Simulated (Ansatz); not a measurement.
```xyz
11

C    -0.110    2.061   -0.785
C    -0.047    0.917   -0.112
N    -0.796    0.320    0.920
Si    0.492   -0.700    0.492
N     0.236   -2.192   -0.255
H     0.614    2.280   -1.557
H    -0.879    2.802   -0.585
H    -1.502    0.738    1.504
H     1.642   -0.876    1.404
H    -0.453   -2.352   -0.970
H     0.803   -2.997   -0.056
```

Total charge 0; spin multiplicity 1.

Question: List the PBE/def2-TZVPP orbital energies in eV (the Gaussian-basis code of Ansatz). (Estimate.)

Answer: The calculation gave: Occupied: -1780.03, -380.40, -380.35, -269.25, -267.84, -137.68, -94.45, -94.40, -94.40, -22.59, -21.38, -17.28, -14.95, -12.80, -12.48, -11.21, -10.28, -9.59, -8.59, -7.99, -7.21, -6.09, -4.68. Lowest empty: -0.40, -0.02, 0.39, 0.92, 1.34, 1.78, 1.89, 2.14.
